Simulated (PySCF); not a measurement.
A structure optimised at ωB97X-D3(BJ)/def2-SVP, used in a PySCF frequency run:

```xyz
13

B     -0.1051     1.6183     0.0000
H     -0.2026     2.2294    -1.0430
H     -0.2026     2.2294     1.0430
C      0.2667     0.1011     0.0000
C     -0.0807    -0.6775    -1.2750
C     -0.0807    -0.6775     1.2750
H      1.3767     0.2651     0.0000
H      0.3989    -1.6706    -1.2880
H     -1.1694    -0.8406    -1.3460
H      0.2318    -0.1349    -2.1807
H      0.2318    -0.1349     2.1807
H      0.3989    -1.6706     1.2880
H     -1.1694    -0.8406     1.3460
```
Charge 0, spin multiplicity 1.

Question: Write its SMILES, formula and point group.

Answer: BC(C)C, C₃H₉B, Cs

Question: What are its rotational constants (standard atomic weights)?

Answer: 8.0364, 7.8797, 4.4174 GHz
